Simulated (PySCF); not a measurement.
Zn(H)(OSiH3) (H₄OSiZn), SMILES [O]([ZnH])[SiH3]. Atoms are numbered in the order given.

```xyz
7

Zn    -0.0325     1.2387     0.0000
H     -0.3532     2.7165     0.0000
O      0.4245    -0.4737     0.0000
Si    -0.0920    -2.0310     0.0000
H     -0.9270    -2.3446    -1.2052
H      1.0746    -2.9637     0.0000
H     -0.9270    -2.3446     1.2052
```
Charge 0, spin multiplicity 1.

Geometry: B3LYP-D3(BJ)/def2-SVP.

Level of theory: B3LYP-D3(BJ)/def2-SVP run with PySCF 2.14.0.

Frequencies are harmonic and unscaled.

```json
[
 {"mode": "1", "ν (cm⁻¹)": "31", "IR (km/mol)": "1.3", "Raman (Å⁴/amu)": "0.9", "depolarisation": "0.75", "moving atoms (share of kinetic energy)": "H 51 %, O 44 %"},
 {"mode": "2", "ν (cm⁻¹)": "84", "IR (km/mol)": "1.3", "Raman (Å⁴/amu)": "1.5", "depolarisation": "0.62", "moving atoms (share of kinetic energy)": "O 52 %, Si 20 %, H 16 %, Zn 12 %"},
 {"mode": "3", "ν (cm⁻¹)": "455", "IR (km/mol)": "68.5", "Raman (Å⁴/amu)": "12.3", "depolarisation": "0.71", "moving atoms (share of kinetic energy)": "H 82 %, Zn 9 %"},
 {"mode": "4", "ν (cm⁻¹)": "456", "IR (km/mol)": "81.9", "Raman (Å⁴/amu)": "13.6", "depolarisation": "0.75", "moving atoms (share of kinetic energy)": "H 93 %"},
 {"mode": "5", "ν (cm⁻¹)": "485", "IR (km/mol)": "23.3", "Raman (Å⁴/amu)": "16.7", "depolarisation": "0.33", "moving atoms (share of kinetic energy)": "O 28 %, Zn 26 %, Si 26 %, H 19 %"},
 {"mode": "6", "ν (cm⁻¹)": "737", "IR (km/mol)": "70.7", "Raman (Å⁴/amu)": "11.4", "depolarisation": "0.75", "moving atoms (share of kinetic energy)": "H 83 %, Si 9 %"},
 {"mode": "7", "ν (cm⁻¹)": "746", "IR (km/mol)": "67.9", "Raman (Å⁴/amu)": "9.9", "depolarisation": "0.58", "moving atoms (share of kinetic energy)": "H 82 %, Si 10 %, O 9 %"},
 {"mode": "8", "ν (cm⁻¹)": "955", "IR (km/mol)": "94.7", "Raman (Å⁴/amu)": "30.0", "depolarisation": "0.75", "moving atoms (share of kinetic energy)": "H 96 %"},
 {"mode": "9", "ν (cm⁻¹)": "960", "IR (km/mol)": "95.0", "Raman (Å⁴/amu)": "27.4", "depolarisation": "0.74", "moving atoms (share of kinetic energy)": "H 96 %"},
 {"mode": "10", "ν (cm⁻¹)": "1028", "IR (km/mol)": "391.0", "Raman (Å⁴/amu)": "16.9", "depolarisation": "0.72", "moving atoms (share of kinetic energy)": "H 90 %, Si 10 %"},
 {"mode": "11", "ν (cm⁻¹)": "1051", "IR (km/mol)": "371.6", "Raman (Å⁴/amu)": "4.7", "depolarisation": "0.53", "moving atoms (share of kinetic energy)": "O 78 %, Si 17 %"},
 {"mode": "12", "ν (cm⁻¹)": "1939", "IR (km/mol)": "70.9", "Raman (Å⁴/amu)": "152.3", "depolarisation": "0.32", "moving atoms (share of kinetic energy)": "H 98 %"},
 {"mode": "13", "ν (cm⁻¹)": "2170", "IR (km/mol)": "214.8", "Raman (Å⁴/amu)": "86.0", "depolarisation": "0.75", "moving atoms (share of kinetic energy)": "H 96 %"},
 {"mode": "14", "ν (cm⁻¹)": "2180", "IR (km/mol)": "154.0", "Raman (Å⁴/amu)": "151.9", "depolarisation": "0.21", "moving atoms (share of kinetic energy)": "H 97 %"},
 {"mode": "15", "ν (cm⁻¹)": "2210", "IR (km/mol)": "151.6", "Raman (Å⁴/amu)": "193.7", "depolarisation": "0.13", "moving atoms (share of kinetic energy)": "H 97 %"}
]
```
